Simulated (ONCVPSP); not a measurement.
## Rh (Z = 45): variants of one ONCV potential

Base potential:

```json
{
 "Element": "rhodium (Rh)",
 "Generator": "ONCVPSP 4.0.1",
 "Type": "optimised norm-conserving Vanderbilt (ONCV)",
 "Functional": "revPBE",
 "Relativity": "scalar-relativistic",
 "Frozen core": "[Ar] 3d10",
 "Valence charge": "17",
 "Reference configuration": "4s2 4p6 4d7 5s2",
 "Partial waves": "4s+5s: rc 1.65 bohr, ncon 3, nbas 8, qcut 5.9 1/bohr, 3 projectors, debl 3.2 Ha; 4p: rc 1.50 bohr, ncon 4, nbas 7, qcut 10.7 1/bohr, 2 projectors, debl 3.9 Ha; 4d: rc 1.60 bohr, ncon 3, nbas 7, qcut 8.5 1/bohr, 2 projectors, debl 0.6 Ha",
 "Local potential": "polynomial inside 1.50 bohr (lpopt 5, dvloc0 0 Ha)",
 "Core correction": "Teter function, fcfact 4, rcfact 1.3"
}
```

All-electron outer shells of the reference configuration (revPBE, scalar-relativistic, ld1.x):

```json
{"shell": "3d", "level (eV)": "-304.45", "outermost node (bohr)": "–", "outermost maximum (bohr)": "0.29"}
{"shell": "4s", "level (eV)": "-86.07", "outermost node (bohr)": "0.47", "outermost maximum (bohr)": "0.88"}
{"shell": "4p", "level (eV)": "-53.84", "outermost node (bohr)": "0.47", "outermost maximum (bohr)": "0.94"}
{"shell": "4d", "level (eV)": "-8.64", "outermost node (bohr)": "0.46", "outermost maximum (bohr)": "1.13"}
{"shell": "5s", "level (eV)": "-5.24", "outermost node (bohr)": "1.18", "outermost maximum (bohr)": "2.57"}
```

Cutoffs, loose and tight: the cutoffs (Ha) at which the residual kinetic energy of the hardest occupied pseudo-wave falls to 1 and 0.1 mHa per electron. They do not see the model core or the augmentation charge, which bear on the density cutoff. Test errors are all-electron minus pseudo excitation energies from the reference, over the configurations 4s2 4p6 4d8 5s1; 4s2 4p6 4d8 5s0; 4s2 4p6 4d7 5s0; 4s2 4p5 4d8 5s1. A dash means not determined; rows that change the core or the reference have their own tests.

| change | outcome | cutoff, loose | cutoff, tight | bound ghosts | GHOST(+) flags above zero | largest test error (meV) |
| --- | --- | --- | --- | --- | --- | --- |
| base | generated | 32 Ha | 39 Ha | none | s | -73 |
| core correction Teter function, fcfact 4, rcfact 1.82 | generated | 32 Ha | 39 Ha | none | s | -77 |
| d: rc 2.1 | generated | 32 Ha | 39 Ha | none | s | -106 |

Task: What comes out with this change to the base: all radii but the core radius scaled by about 1.12 (s 1.86, p 1.68, d 1.80 bohr); local potential polynomial inside 1.68 bohr (lpopt 5, dvloc0 0 Ha)?

Result: outcome: generated; cutoff, loose: 30 Ha; cutoff, tight: 39 Ha; bound ghosts: none; GHOST(+) flags above zero: none; largest test error (meV): -91.
